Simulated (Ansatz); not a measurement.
`BC(F)OC#C` + `C[SiH2][SiH2]S` → `BS[SiH2][SiH2]C` + `C#COCF`  (ligand exchange at a B–C bond)

Computed with Ansatz on PBE0-D4/def2-TZVP structures; ΔE is electronic, products minus reactants. CBS: MP2 limit from def2 TZ/QZ plus the TZ coupled-cluster correction, frozen cores. DFT in def2-TZVPP. B3LYP here is the variant with VWN-RPA as its local correlation; programs differ in this. One conformer a species, not always the lowest.

```json
{"level": "PBE0-D4", "ΔE (kJ/mol)": "-112.6"}
{"level": "B2PLYP", "ΔE (kJ/mol)": "-107.0"}
{"level": "r2SCAN", "ΔE (kJ/mol)": "-111.4"}
{"level": "PBE0", "ΔE (kJ/mol)": "-110.7"}
{"level": "B3LYP", "ΔE (kJ/mol)": "-103.0"}
{"level": "HF/def2-TZVPP", "ΔE (kJ/mol)": "-97.9"}
{"level": "HF/def2-QZVPP", "ΔE (kJ/mol)": "-97.8"}
{"level": "MP2/def2-QZVPP", "ΔE (kJ/mol)": "-114.1"}
```

Question: What does CCSD(T)/CBS give? (An estimate is asked.)

Answer: Computed: -108.4 kJ/mol. The listed levels differ from it by -4.2, 1.4, -3.0, -2.3, 5.4, 10.5, 10.6, -5.7 kJ/mol.

Largest T1 diagnostic among the species: 0.014.

In def2-TZVPP, CCSD(T) changes the Hartree–Fock value by −11.3 kJ/mol (the triples alone add −3.5 kJ/mol) and MP2 by −16.7 kJ/mol. The D4 term adds −3.5 kJ/mol with B3LYP and −2.0 kJ/mol with PBE0; it sums over pairs of atoms, weighted by their polarisabilities, and B3LYP, whose exchange is more repulsive, gets the larger term.
